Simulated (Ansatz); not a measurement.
Ansatz (a quantum-chemistry and plane-wave program) input (MP2/LANL2DZ): The .json file is the Basis Set Exchange's LANL2DZ.

Ansatz 0.2 input:
```yaml
crystal:
  periodic: [false, false, false]
  atoms:
    - {symbol: Pb, position_ang: [0.02234000, 0.02121000, 0.02109400]}
    - {symbol: H, position_ang: [0.64612200, -1.25899200, -1.22459100]}
    - {symbol: H, position_ang: [-1.22547300, 0.71061000, -1.22286800]}
    - {symbol: H, position_ang: [-1.25255400, -1.19085500, 0.71772500]}
basis:
  gaussian:
    orbitals: LANL2DZ.json
total_charge: -1
magnetization: {spin_polarized: false}
correlation: {method: mp2, electrons: outside_noble_gas}
```

Output:

```
Functional definition: HF
integrals: 0.00 GiB planned
179 factors; integrals over basis functions are off by at most 1.8e-4 eV
mean field: 0.04 GiB planned
mean field evaluation 1: about -136.6245 eV, gradient 4.5e0 eV
mean field evaluation 2: about -136.6231 eV, gradient 4.5e0 eV
mean field evaluation 4: about -136.7799 eV, gradient 1.8e-1 eV
mean field evaluation 8: about -136.7793 eV, gradient 2.1e-6 eV
mean field -136.77933591 eV, -5.0265478822 hartree, gradient 9.6e-6 eV, S^2 0.000000; 0 other end points of the search recorded, 0 dependent functions left out
reference -136.77933591 eV, -5.0265478822 hartree; 4, 4 occupied and 10, 10 virtual orbitals, 179 factors
second order -1.41861434 eV of doubles, -0.00000000 eV of singles
Total energy: -138.19795025 eV, -5.0786809976 hartree
```

The dipole moment of an ion depends on the origin.

The geometry given is a B3LYP-D3(BJ)/def2-TZVP minimum.
